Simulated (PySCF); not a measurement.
## Radial density of Sb²⁶⁺ (antimony, charge +26)

MN15, [Ar] 3d7, high-spin 4F determinant. Calculation: PySCF 2.14, in an even-tempered Gaussian basis (17 s from 3.1 bohr⁻², ratio 2.5; 11 p from 4.1 bohr⁻², ratio 2.5; 8 d from 4.1 bohr⁻², ratio 2.5; 4 f from 19 bohr⁻², ratio 2.7; 3 g from 28 bohr⁻², ratio 2.7); no relativity, point nucleus.

| r (bohr) | 4πr²ρ (e/bohr) | 4πr²(ρα − ρβ) |
| --- | --- | --- |
| 0.000477 | 0.2579 | 0.0000 |
| 0.000802 | 0.7052 | 0.0000 |
| 0.00135 | 1.884 | 0.0000 |
| 0.00227 | 4.841 | 0.0000 |
| 0.00382 | 11.65 | 0.0000 |
| 0.00642 | 25.17 | 0.0000 |
| 0.0108 | 45.51 | -0.0002 |
| 0.0182 | 62.21 | -0.0006 |
| 0.0306 | 59.92 | 0.0100 |
| 0.0514 | 60.01 | 0.1819 |
| 0.0865 | 80.59 | 1.6097 |
| 0.145 | 57.89 | 6.8773 |
| 0.245 | 56.13 | 11.0957 |
| 0.411 | 27.84 | 4.2914 |
| 0.692 | 0.9946 | 0.1668 |
| 1.16 | 0.001442 | 0.0003 |

A non-relativistic calculation at this Z misses sizeable relativistic shifts. Spin-orbit coupling, absent here, splits the open shell strongly.
